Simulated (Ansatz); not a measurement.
Start from `[AlH3]` and change one element to get `[InH3]`.

Ansatz, PBE0-D4/def2-TZVP geometries, multiplicity 1. 

Elements past krypton have def2 core potentials.

```json
{"property": "LUMO energy (B3LYP/def2-TZVPP) / eV", "`[AlH3]`": "-1.99"}
{"property": "ideal-gas entropy at 298 K and 1 bar (rigid rotor, harmonic PBE0-D4/def2-TZVP) / J/(mol·K)", "`[AlH3]`": "208"}
{"property": "HOMO energy (B3LYP/def2-TZVPP) / eV", "`[AlH3]`": "-8.40"}
{"property": "zero-point energy (PBE0-D4/def2-TZVP) / kJ/mol", "`[AlH3]`": "48.3"}
{"property": "HOMO energy (PBE/def2-TZVPP) / eV", "`[AlH3]`": "-7.30"}
{"property": "size of the dipole moment (B3LYP/def2-TZVPP) / D", "`[AlH3]`": "0.00"}
```

What does the change do to each property? (An estimate is asked.)

The calculation gave: 
| property | `[InH3]` | shift |
| --- | --- | --- |
| LUMO energy (B3LYP/def2-TZVPP) / eV | -2.21 | -0.22 |
| ideal-gas entropy at 298 K and 1 bar (rigid rotor, harmonic PBE0-D4/def2-TZVP) / J/(mol·K) | 229 | 21 |
| HOMO energy (B3LYP/def2-TZVPP) / eV | -8.00 | 0.40 |
| zero-point energy (PBE0-D4/def2-TZVP) / kJ/mol | 43.7 | -4.6 |
| HOMO energy (PBE/def2-TZVPP) / eV | -7.00 | 0.30 |
| size of the dipole moment (B3LYP/def2-TZVPP) / D | 0.00 | 0.00 |

With PBE0 the HOMO rises by 0.41 eV and the LUMO falls by 0.15 eV, so the gap narrows by about 0.56 eV. PBE moves the HOMO by 0.30 eV and ωB97M-V by 0.44 eV.

B3LYP here is the variant with VWN-RPA as its local correlation; programs differ in this.
